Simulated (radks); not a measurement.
Results of a calculation; reference values are marked as such.
Task: The table gives one normalised radial function P(r) = r R(r) of W50+ in [Ar] 3d6 (r in bohr). Code: a radial shooting solver on a logarithmic mesh with Libxc functionals. Model: scalar-relativistic Kohn-Sham, r2SCAN, spin-polarised, spherical densities, finite nucleus; open shells are filled with parallel spins first (spin-orbit coupling, left out, can overturn this in heavy ions); meta-GGA in the generalised Kohn-Sham scheme; Fermi nuclear charge, rms radius 5.3658 fm.

r,P
0.001298,0.0001
0.001452,0.0001
0.001611,0.0001
0.001802,0.0002
0.002015,0.0003
0.002236,0.0004
0.002501,0.0005
0.002775,0.0006
0.003104,0.0009
0.003444,0.0011
0.003852,0.0015
0.004274,0.0020
0.004781,0.0028
0.005348,0.0037
0.005934,0.0049
0.006637,0.0067
0.007364,0.0088
0.008237,0.0119
0.00914,0.0156
0.01022,0.0210
0.01134,0.0275
0.01269,0.0368
0.01419,0.0490
0.01575,0.0638
0.01761,0.0844
0.01954,0.1090
0.02186,0.1429
0.02426,0.1828
0.02713,0.2368
0.0301,0.2993
0.03367,0.3822
0.03766,0.4838
0.04179,0.5969
0.04674,0.7405
0.05186,0.8949
0.05801,1.0833
0.06437,1.2767
0.072,1.5000
0.07989,1.7144
0.08936,1.9424
0.09995,2.1533
0.1109,2.3192
0.124,2.4490
0.1376,2.5095
0.154,2.4969
0.1708,2.4066
0.1911,2.2261
0.212,1.9911
0.2371,1.6848
0.2652,1.3506
0.2943,1.0421
0.3292,0.7387
0.3653,0.5019
0.4086,0.3054
0.4533,0.1772
0.5071,0.0892
0.5626,0.0425
0.6293,0.0169

Which n and l does it have? It may be an empty orbital.

Result: n = 3, l = 2: the number of nodes gives n - l - 1 = 0, the rise at small r (about r^(l+1), flatter next to the nucleus through relativity) gives l, and the extent must fit the shell. The curve is that of 3d up; the table hardly tells the two spins apart. 3d up: eigenvalue -4562.1 eV, 0 radial nodes, <r> = 0.171 bohr, 90 % of the charge inside 0.262 bohr.
